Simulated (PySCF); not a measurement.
## N (nitrogen, neutral): UHF calculation

Configuration: [He] 2s1 2p4, high-spin 4P determinant (an excited configuration). Computed with PySCF 2.14 in aug-cc-pVQZ (6s5p4d3f2g, 80 functions), with no relativity, point nucleus.

```json
{
  "Total energy": "-54.004246 hartree",
  "One-electron energy": "-73.2642 hartree",
  "Hartree (Coulomb) energy": "25.8337 hartree",
  "Exchange energy": "-6.5738 hartree",
  "Kinetic energy": "54.00363 hartree",
  "⟨S²⟩": "3.8077",
  "⟨L²⟩": "2.007",
  "Sum of ⟨r⟩": "7.616 bohr",
  "Sum of ⟨r²⟩": "13.58 bohr²",
  "Traceless quadrupole moment −½Σ⟨3z² − r²⟩ along its main axis": "-1.71 e·bohr²",
  "Density at the nucleus (Gaussians lack the cusp)": "198 bohr⁻³",
  "Spin density at the nucleus": "5.22 bohr⁻³",
  "Langevin diamagnetic susceptibility": "-10.8 ×10⁻⁶ cm³/mol"
}
```

```tsv
shell	electrons	mean orbital energy (hartree)	spread (hartree)	rms radius, mean of both spins (bohr)
1s α	1	-15.74544	0	0.265
1s β	1	-15.60594	0	0.265
2s α	1	-1.22153	0	1.39
2p α	3	-0.62330	0.07084	1.70
2p β	1	-0.30152	0	1.70
```

Spin-orbit constants ζ (cm⁻¹) from the X2C one-electron operator on these orbitals (non-relativistic here): bare nucleus, nucleus screened by l(l+1)(2l+1)/3 electrons, and screened by the Breit-Pauli mean field of the electrons.

```
shell   bare  screened nucleus  mean field
   2p  132.9             94.91       79.51
```

To first order the Landé constant is A = -26.50 cm⁻¹, so the lowest level has J = 5/2 and lies 0.00493 eV below the centre of the term. This holds in LS coupling only.
